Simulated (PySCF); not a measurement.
Ionisation energy of Pt⁺ by level of theory

Pt⁺ [Xe] 4f14 5d9 (2D) → Pt²⁺ [Xe] 4f14 5d8 (3F), as a difference of total energies. Computed with PySCF 2.14 in def2-SVPD with the def2 core potential (60 electrons), with a scalar-relativistic core potential. Correlated levels: valence: 5s2 5p6 frozen; valence and next inner shell: nothing frozen outside the core potential. The calculations carry no spin-orbit coupling.

**Question.** Order these methods by the ionisation energy they give, lowest first.
A. wB97M-V
B. MP2 (valence)
C. LDA
D. PBE0

**Answer.** B (18.235 eV), A (18.789 eV), D (18.851 eV), C (19.512 eV).

The reference lies between the lowest fine-structure levels, while these numbers refer to the centres of the terms.

Errors of the correlated levels include the incompleteness of this basis and the frozen core.

For comparison: 18.56 ± 0.12 eV (measured; NIST Atomic Spectra Database, ionization energies).
